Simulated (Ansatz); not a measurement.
Potential energy surface of Cl2Mg, singlet: symmetric bend, bond length relaxed. Scanned: Cl-Mg-Cl angle. Other coordinates (Mg-Cl bond length) were minimised at B3LYP/def2-TZVP.

Calculation: CCSD(T) on RHF/aug-cc-pVQZ, frozen core in Ansatz (a first-principles code).

Scanned values (°): 180, 167, 157, 147, 137, 127, 117, 107, 97, 87, 80.

Problem. Describe the profile: where are the wells and the tops?

Solution. Lower than their neighbours: 180° (0.0 kcal/mol, end of the scan). Higher than their neighbours: 80° (49.1 kcal/mol, end of the scan). The whole profile spans 49.1 kcal/mol.
